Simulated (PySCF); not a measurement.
A structure optimised at PBE0-D3(BJ)/def2-SVP, used in a PySCF frequency run:

```
O
Si 1 1.6410
Zn 1 1.7609 2 140.93
O 3 1.7627 2 162.41 1 -166.86
H 4 0.9624 3 114.54 2 -117.90
H 2 1.4946 1 109.83 3 178.17
H 2 1.5008 6 108.04 1 -122.41
H 2 1.5017 6 107.94 7 -115.36
```

Task: Write its SMILES and formula.

Result: [OH][Zn][O][SiH3], H₄O₂SiZn

Task: What are its rotational constants (standard atomic weights)?

Result: 37.284, 1.4201, 1.3951 GHz
